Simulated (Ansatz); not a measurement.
C3H4F2Si, SMILES C(C(F)F)#C[SiH3].

Coordinates come from a PBE-D3(BJ)/def2-SVP optimisation. This is a generated structure with no PubChem entry under its InChIKey; it may be hypothetical.

Two levels are set side by side: PBE/def2-SVPD (Ansatz, a program for electronic structure) and PBE0/def2-SVPD (Ansatz). Energy differences of separate SCF runs at the same geometry; the states with an electron removed or added have multiplicity 2 and 2. Differences are taken from unrounded values.

```
quantity                            PBE0
---------------------------------  -----
vertical ionisation energy (eV)    10.77
vertical singlet–triplet gap (eV)   4.74
```

Question: What does PBE give, and how far is it from PBE0? (The exact figures need the calculation; the answer reports its results.)

Answer: 
| quantity | PBE | PBE minus PBE0 |
|---|---|---|
| vertical ionisation energy (eV) | 10.49 | -0.29 |
| vertical singlet–triplet gap (eV) | 4.78 | 0.05 |
